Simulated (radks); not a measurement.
Values are calculated unless marked as measured or tabulated.
Li III, 1 electrons, occupied as 2p1 (not the ground configuration). Code: a radial shooting solver on a logarithmic mesh with Libxc functionals. Model: Dirac Kohn-Sham, PBE, spin-unpolarised, spherical densities, point nucleus; open shells fill j = l - 1/2 first.

Unscreened Slater integrals over Kohn-Sham orbitals (cm^-1). Large and small components are both included. Empty in this configuration: 2p3/2.

integral          value
F0(2p1/2,2p1/2)  116890
F0(2p1/2,2p3/2)  116880
G2(2p1/2,2p3/2)   56475
F0(2p3/2,2p3/2)  116880
F2(2p3/2,2p3/2)   56477
